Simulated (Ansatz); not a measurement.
Process, species as SMILES: C[Si](C)(C)O[Si](F)(F)F + O (H2O) + 6 [SiH4] (SiH4) -> 3 C[SiH3] [methylsilane] + 3 F[SiH3] [fluorosilane] + 2 O[SiH3]
Geometries: B3LYP-D3(BJ)/def2-TZVP minima from Ansatz (a program for electronic structure), one conformer each, not searched for the lowest.

Property: bond separation energy (electronic energy difference), in eV. Correlated levels leave the core frozen unless marked. Spin-orbit coupling is left out. Non-relativistic. CBS marks a two-point X^-3 extrapolation of the correlation energy; Hartree-Fock from the larger set. [CCSD(T)-MP2]/basis is that difference in the basis named.

| level | program | bond separation energy (eV) | minus last row |
|---|---|---|---|
| HF/aug-cc-pV(D+d)Z | Ansatz | 1.28 | -0.22 |
| HF/aug-cc-pV(T+d)Z | Ansatz | 1.36 | -0.14 |
| SVWN5/def2-TZVPD | Ansatz | 1.68 | 0.18 |
| r2SCAN-D3(BJ)/def2-TZVPD | Ansatz + dftd3 | 1.61 | 0.11 |
| PBE0-D4/def2-TZVP | Ansatz + dftd4 | 1.57 | 0.07 |
| PBE0/def2-TZVP | Ansatz | 1.42 | -0.08 |
| BHLYP-D4/def2-TZVPD | Ansatz + dftd4 | 1.58 | 0.08 |
| LC-wPBE/def2-TZVPD | Ansatz | 1.41 | -0.09 |
| B2GP-PLYP-D3(BJ)/def2-TZVPD | Ansatz + dftd3 | 1.50 | 0.00 |
| MP2/cc-pV(T+d)Z | Ansatz | 1.48 | -0.02 |
| RI-MP2/aug-cc-pV(T+d)Z | Ansatz | 1.49 | -0.01 |
| RI-MP2/cc-pV(T+d)Z | Ansatz | 1.48 | -0.02 |
| CCSD/6-31G* | Ansatz | 1.90 | 0.40 |
| CCSD(T)/6-31G* | Ansatz | 1.93 | 0.43 |
| RI-MP2/CBS(cc-pV(T+d)Z,cc-pV(Q+d)Z)+[CCSD(T)-MP2]/cc-pV(T+d)Z | Ansatz | 1.50 | 0.00 |
